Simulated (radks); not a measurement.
Cd+, configuration [Kr] 4d10 5s1. Method: scalar-relativistic Kohn-Sham, LDA (Slater exchange, Perdew-Wang correlation), spin-unpolarised, spherical densities, finite nucleus; Fermi nuclear charge, rms radius 4.6087 fm; computed with a radial shooting solver on a logarithmic mesh with Libxc functionals.

X-ray form factor f0, the Fourier transform of the density (f0(0) = 47):

sin(theta)/lambda (1/angstrom),f0 (electrons)
0.05,46.314
0.1,44.451
0.15,41.852
0.2,38.947
0.25,36.028
0.3,33.262
0.4,28.483
0.5,24.808
0.6,22.081
0.8,18.386
1,15.658
1.25,12.642
1.5,10.084
2,6.865
